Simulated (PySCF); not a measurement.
Correlation energy of I⁻ (iodine, charge -1)

[Xe], closed-shell 1S. Calculation: PySCF 2.14, in x2c-QZVPPall with one added diffuse shell each of s, p, d, f type (14s10p8d5f1g, 128 functions); the spin-free X2C one-electron Hamiltonian (Gaussian nucleus). Frozen: [Kr] 4d10; 8 electrons correlated.

MP2 pair energies summed by pair of shells (mhartree):

| pair | energy | share (%) |
| --- | --- | --- |
| 5p-5p | -114.36 | 69.4 |
| 5s-5p | -43.08 | 26.2 |
| 5s-5s | -7.26 | 4.4 |

Total MP2 correlation energy: -164.69 mhartree.

Same-spin part -37.71 and opposite-spin part -126.98 mhartree; SCS-MP2 scales them by 1/3 and 6/5 to -164.95 mhartree.
